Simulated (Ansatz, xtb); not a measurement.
## Relative energy of two conformers of C2H6GaNO3

We compare I, `[OH][Ga-]1([OH])[NH+]=CC[O]1`, a singlet, with II, `[OH][Ga-]1([OH])[NH+]=CC[O]1`, a singlet. Both are isolated molecules in the gas phase, relaxed with PBE0-D4/def2-SVP.

I (Å):

```xyz
13

C     4.0211    1.2170    0.5463
C     3.0441    1.1515    1.6758
Ga    1.7832   -0.1209   -0.3943
N     3.6541    0.7206   -0.5678
O     2.1011   -1.8704   -0.6216
O     0.5462    0.6207   -1.4661
O     1.8610    0.5854    1.3235
H     1.3875   -2.3133   -1.0899
H     0.0989    1.3606   -1.0446
H     4.3155    0.7384   -1.3407
H     5.0130    1.6703    0.6960
H     2.9375    2.1944    2.0582
H     3.5731    0.6123    2.4989
```

II (Å):

```xyz
13

C    -0.4797    0.0710   -2.3495
C    -0.5598   -1.4127   -2.1797
Ga    0.6153   -0.5217    0.1339
N     0.0363    0.7407   -1.3975
O    -0.3534   -0.1259    1.5901
O     2.3974   -0.4213    0.3063
O    -0.0534   -1.8452   -0.9944
H    -1.1390   -0.6758    1.6614
H     2.8478   -1.1042   -0.1991
H     0.0963    1.7513   -1.5016
H    -0.8585    0.5417   -3.2699
H    -1.6334   -1.6808   -2.3291
H    -0.0465   -1.8511   -3.0692
```

Problem. Which of the two would you expect CCSD(T)/def2-SVP + ΔMP2/def2-TZVPP electronic energies to favour?

Solution. Structure I; the calculation gives E(II) − E(I) = +1.62 kcal/mol.

Level by level:

```
                             level          geometry  E(II) − E(I) (kcal/mol)  departure from the last row (kcal/mol)  job, with rough time for the two
                  PBE0-D4/def2-SVP  PBE0-D4/def2-SVP                     +1.68                                   +0.06             optimisation, 2.3 min
                       HF/def2-SVP  PBE0-D4/def2-SVP                     +1.83                                   +0.20           part of the CCSD(T) run
                      MP2/def2-SVP  PBE0-D4/def2-SVP                     +1.66                                   +0.04           part of the CCSD(T) run
                  CCSD(T)/def2-SVP  PBE0-D4/def2-SVP                     +1.68                                   +0.06                      single point
CCSD(T)/def2-SVP + ΔMP2/def2-TZVPP  PBE0-D4/def2-SVP                     +1.62                                                        single point, 80 s
```

None of the levels shown reverses the order. The largest departure from CCSD(T)/def2-SVP + ΔMP2/def2-TZVPP is that of HF/def2-SVP, 0.20 kcal/mol. Levels run at GFN2-xTB geometries aren't shown. The last row adds to CCSD(T) the change of the MP2 difference between the two basis sets, here −0.06 kcal/mol.

With thermal terms from frequencies at re-optimised GFN2-xTB minima (ideal gas, soft modes damped towards free rotors, one conformer each, 298.15 K, 1 atm): the zero-point term adds −0.41 kcal/mol; ΔH is +1.41 and ΔG +0.96 kcal/mol.

The correlated steps freeze 15 core orbitals; the filled d shell of Ga is correlated, in a basis made for valence electrons. Run with Ansatz 0.2.0, xtb 6.7.1; the last row on 2 threads of Intel(R) Xeon(R) 6975P-C (Granite Rapids) on a shared host.
